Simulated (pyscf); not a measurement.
Structures and frequencies: ωB97X-D3(BJ)/def2-SVP in PySCF. MP2 and CC: frozen core, UHF for open shells. ΔMP2 is the change of the MP2 total energy from the triple- to the quadruple-zeta basis. Singlets are restricted, triplets unrestricted.

Singlet (Å):
```xyz
5

O     -0.9694     0.6178     0.6196
Si    -1.9300    -0.3642    -0.3482
O     -0.9701    -1.7213    -0.3466
H     -1.3087     1.5050     0.7864
H     -0.1481    -1.6582     0.1606
```

Triplet (Å):
```xyz
5

O     -1.3382     0.9577    -0.1876
Si    -1.0076    -0.3261     0.8492
O     -0.9824    -1.8982     0.2489
H     -2.2726     1.1998    -0.2114
H     -0.1026    -2.1914    -0.0199
```

Question: For these two minima of HO–Si:–OH, which spin state lies lower at CCSD(T)/def2-TZVPP + ΔMP2(QZVPP), and by how much (electronic energies)?

Answer: The singlet, by 280.6 kJ/mol. Zero-point energy shifts E(triplet) − E(singlet) by -1.4 kJ/mol. Other isomers of HO–Si:–OH [singlet] were not searched in full and may lie lower. 

E(triplet) − E(singlet) by level (kJ/mol):

```
level                                gap
--------------------------------  ------
ωB97X-D3(BJ)/def2-TZVP            +283.0
PBE/def2-TZVP                     +257.3
r²SCAN/def2-TZVP                  +239.1
B3LYP-D3(BJ)/def2-TZVP            +275.6
PBE0-D3(BJ)/def2-TZVP             +254.7
M06-2X/def2-TZVP                  +269.5
ωB97M-D3(BJ)/def2-TZVP            +305.5
HF/def2-TZVP                      +199.1
MP2/def2-QZVPP                    +270.1
CCSD/def2-TZVPP                   +273.7
CCSD(T)/def2-TZVPP                +276.7
CCSD(T)/def2-TZVPP + ΔMP2(QZVPP)  +280.6
```

The triplet is the lowest one reached from the SCF start used. The CCSD(T) − MP2 part came from Ansatz, without density fitting, on the same reference.
